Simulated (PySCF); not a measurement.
Simulated C 1s region for `C[N+](C)([AlH3-])CCC`, binding energy against the vacuum level.

Every computed line was given a Gaussian of 0.5 eV full width at half maximum and an area set by the number of equivalent atoms; the highest printed point is 100. Method used: PySCF, delta-SCF UKS SCAN, pcX-2 on the ionised atom, pcseg-1 elsewhere, spin-free X2C.

binding energy (eV), intensity and a bar:
```
    290.2          0 
    290.3          1 
    290.4          5 #
    290.5         13 ####
    290.6         27 ########
    290.7         47 ##############
    290.8         64 ###################
    290.9         70 #####################
    291.0         62 ###################
    291.1         44 #############
    291.2         25 ########
    291.3         13 ####
    291.4          9 ###
    291.5         14 ####
    291.6         29 #########
    291.7         53 ################
    291.8         80 ########################
    291.9         99 ##############################
    292.0        100 ##############################
    292.1         82 #########################
    292.2         54 ################
    292.3         29 #########
    292.4         13 ####
    292.5          4 #
    292.6          1 
    292.7          0
```

Question: Count the maxima, the lines and the sites behind this envelope.

Answer: The curve has 2 maxima (at 290.9 and 292.0 eV). Under it lie 4 lines from 4 inequivalent carbon sites. At this width some lines have no maximum of their own.

Question: Decompose the envelope and assign each component. Numbering: `[CH3:1][CH2:2][CH2:3][N+:4]([CH3:5])([CH3:6])[AlH3-:7]`.

Answer: 
```json
{"position (eV)": "290.88", "relative area": "1", "line": "C 1s", "atoms": "C2", "environment": "chain CH2 carbon"}
{"position (eV)": "290.91", "relative area": "1", "line": "C 1s", "atoms": "C1", "environment": "methyl carbon"}
{"position (eV)": "291.87", "relative area": "1", "line": "C 1s", "atoms": "C3", "environment": "sp3 carbon bound to nitrogen"}
{"position (eV)": "291.99", "relative area": "2", "line": "C 1s", "atoms": "C5/C6", "environment": "N-methyl carbon"}
```

The listed C 1s values span 1.11 eV, from C2 (bonded to 2 C and 2 H) to C5/C6 (bonded to N and 3 H). The widest gap between neighbouring values is 0.96 eV, between 290.91 and 291.87 eV. The values 290.88 and 290.91 eV lie too close for their order to be trusted.

Shake-up satellites, vibrational structure and lifetime widths aren't simulated. One atom of each set of topologically equivalent atoms was ionised and stands for the set; in this conformer not all members are related by symmetry, and their own values weren't computed. One conformer (not necessarily the lowest) at the PBE0-D3(BJ)/def2-SVP geometry, without solvent, vibrations or thermal averaging.

On one thread, Arm Neoverse V1 (aarch64), no GPU, shared host, this took 2.3 min wall and 0.83 GiB of memory at its peak.

Conformer computed: `[CH3:1][CH2:2][CH2:3][N+:4]([CH3:5])([CH3:6])[AlH3-:7]`: C1–C2–C3–N4 176°, C2–C3–N4–C5 -177°.
